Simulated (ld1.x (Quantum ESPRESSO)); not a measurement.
Ag: excitation energies, all-electron against PAW

```
Element                 : Ag
Generator               : ld1.x (Quantum ESPRESSO) 7.5
Type                    : PAW
Functional              : PW91
Relativity              : scalar-relativistic
Frozen core             : [Ar] 3d10
Valence charge          : 19
Reference configuration : 4s2 4p6 4d9 5s2 5p0
Partial waves           : 4s (bound): rcut 1.30, rcutus 1.70 bohr; 5s (bound): rcut 1.30, rcutus 1.70 bohr; 4p (bound): rcut 1.35, rcutus 1.50 bohr; 5p (bound, empty): rcut 1.35, rcutus 1.50 bohr; 4d (bound): rcut 1.70, rcutus 1.95 bohr; 4d channel at 2.65 Ry: rcut 1.70, rcutus 1.95 bohr
Local potential         : all-electron potential smoothed inside 1.15 bohr (lloc = -1)
Core correction         : Bessel-smoothed model core, default radius (core density twice the valence density)
Augmentation charge     : PSQ, inside the norm-conserving radii
```

Energies are relative to the spin-unpolarised reference configuration 4s2 4p6 4d9 5s2 5p0; without spin polarisation the order of configurations can differ from experiment. The frozen-core shift is the all-electron ΔE with the core orbitals held at their reference shape minus the fully relaxed ΔE.

Its overlap operator is not positive definite in a basis up to 400 Ry (lowest eigenvalue p -0.0036), so the file is unfit for use: the generalised eigenproblem breaks down once the basis is large enough, and its test numbers describe a broken file.

```tsv
valence configuration	charge	ΔE all-electron (eV)	error AE − PS (meV)	frozen-core shift (meV)
4s2 4p6 4d10 5s1 5p0	0	-4.072	-0.1	+4.3
4s2 4p6 4d10 5s0 5p0	+1	3.754	-3.4	+6.5
4s2 4p6 4d9 5s0 5p0	+2	25.947	-4.3	+4.5
4s2 4p5 4d10 5s1 5p0	+1	61.243	-39	+34
4s2 4p6 4d9 5s1 5p0	+1	9.147	-1.6	+1.8
4s1 4p6 4d10 5s1 5p0	+1	98.055	-38	+33
4s2 4p6 4d8 5s0 5p0	+3	62.223	-4.0	+3.3
```

Levels in the configuration 4s2 4p6 4d9 5s0 5p0:

```csv
level,all-electron (eV),pseudo (eV)
4s,-117.688,-117.682
4p,-81.062,-81.057
4d,-28.973,-28.970
```

The ghost test of this file was not conclusive.
